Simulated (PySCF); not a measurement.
Input for PySCF: R-M06-2X/6-31G* on H3NOSe (SMILES N[Se]O), a point of a torsion scan.

```python
from pyscf import gto, scf, dft, mp
from pyscf.data.elements import chemcore

mol = gto.M(
    atom='''
    N    -0.99837873    0.03240228   -0.09491753
    Se    0.47551502   -0.46902082    0.88471541
    O     1.70541701   -0.21003652   -0.40160691
    H    -1.74813099   -0.64382993   -0.01387701
    H    -1.34910538    0.94767899    0.16703624
    H     1.50408214   -0.77534371   -1.15302630
    ''',
    basis='6-31g*',
    cart=True,
    charge=0, spin=0, verbose=3, max_memory=1800)
mf = dft.RKS(mol, xc='m062x')
mf.conv_tol = 1e-8
mf.max_cycle = 100
mf.kernel()
if not mf.converged:
    mf = mf.newton().run(mf.mo_coeff, mf.mo_occ)
```

Task: Predict the final total energy.

Result: -2532.9484 hartree.
